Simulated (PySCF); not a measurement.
Homolysis of single bonds, series silaethenyl-X. All species are isolated molecules in the gas phase. One relaxed conformer stands for each flexible species; it need not be the lowest. Strings in code marks are SMILES.

The four lowest singlet excitations (Tamm–Dancoff). Level of theory: PBE-D3(BJ)/def2-TZVP // PBE0-D3(BJ)/def2-TZVP (PySCF). Excitations are Tamm–Dancoff values on a coarser integration grid. The basis has no diffuse functions, so Rydberg states are missing or too high.

```tsv
state	energy (eV)	wavelength (nm)	oscillator strength
S1	2.60	478	0.000
S2	3.92	316	0.170
S3	4.93	251	0.000
S4	5.53	224	0.000
```

Name which member gives these states.
(A) `C=C[SiH]=C` (C–C–Si–C torsion 15°)
(B) `C=[SiH]C#N`
(C) `C=[SiH]C(C)=O` (C–Si–C–O torsion 0°)
(D) `C=[SiH]C=O` (C–Si–C–O torsion 0°)

D, `C=[SiH]C=O` (C–Si–C–O torsion 0°)
